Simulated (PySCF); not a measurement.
Atom-mapped SMILES (the numbers label the heavy atoms): `[CH2:1]=[CH:2][B:3]1[CH:4]=[CH:5][CH:6]=[CH:7][CH:8]=[CH:9]1`. Each H is labelled by its parent atom. Ha(C1) is cis to B3; Hb(C1) is trans to B3.

Non-relativistic Hamiltonian, one averaged value for each set of equivalent atoms, isolated molecule, one conformer. Geometry: PBE0-D3(BJ)/def2-SVP; NMR shieldings at PBE0/pcSseg-1/GIAO; PySCF 2.14.0 with density-fitted response routines.

Referencing at the same level of theory: ¹³C and ¹H against TMS; BF3·OEt2 for ¹¹B.

```csv
atoms,nucleus,count,δ (ppm)
H(C2),¹H,1,7.11
Ha(C1),¹H,1,?
C2,¹³C,1,154.3
C5/C8,¹³C,2,154.5
C1,¹³C,1,?
C6/C7,¹³C,2,?
B3,¹¹B,1,?
Hb(C1),¹H,1,6.43
H(C6)/H(C7),¹H,2,7.36
H(C5)/H(C8),¹H,2,8.03
H(C4)/H(C9),¹H,2,8.28
C4/C9,¹³C,2,161.0
```

Q: Estimate the values marked ?.

A: 
- C6/C7: 142.8 ppm, alkene CH; as expected for a trigonal carbon in a double bond
- C1: 142.3 ppm, terminal =CH2 carbon; the olefinic region
- Ha(C1): 6.87 ppm, hydrogen on a terminal =CH2 carbon; attached to an sp2 carbon and in the plane of the double bond
- B3: 40.8 ppm, boron bonded to 3 C, in a 7-membered ring

A carbon bonded to boron is broadened by the quadrupolar boron nucleus and is often missing from a measured spectrum. Shifts are as computed. Against solution values, carbons near 30 ppm lie about +2 ppm off and those near 130 ppm about +5 ppm. Of 1309 compounds with measured shifts, 239 miss one by over three times the rms of a fit or turn the order of signals round; such compounds aren't used in these exercises.
